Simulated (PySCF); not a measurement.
## The second ionisation energy along group 11

Calculated with PySCF 2.14 from differences of total energies of unrestricted determinants, without spin-orbit coupling. Values in eV. The last column holds reference values (NIST; (s) semi-empirical, (t) theoretical, else measured). Unmarked ones compare directly (S terms, centres of terms, or small fine structure); those marked * lie between the lowest fine-structure levels and include a spin-orbit shift.

```
                           element                  configurations     UHF     LDA   M06-L  MP2 (valence)  SCS-MP2 (valence)         reference
Cu (cc-pVDZ-PP with ECP10MDF, ECP)            [Ar] 3d10 → [Ar] 3d9  17.169  21.415  19.735         20.305             19.913          20.292 *
Ag (cc-pVDZ-PP with ECP28MDF, ECP)            [Kr] 4d10 → [Kr] 4d9  19.736  22.190  21.488         21.284             21.117          21.484 *
Au (cc-pVDZ-PP with ECP60MDF, ECP)  [Xe] 4f14 5d10 → [Xe] 4f14 5d9  18.991  21.386  20.615         20.508             20.363  20.203 ± 0.025 *
```

"Valence" correlates the outer s and p shells and, in groups 3 to 12 and the f block, the outer d or f shell, open or full, or the next shell where the ion has no valence electron left; the wider scheme adds the next inner shell.
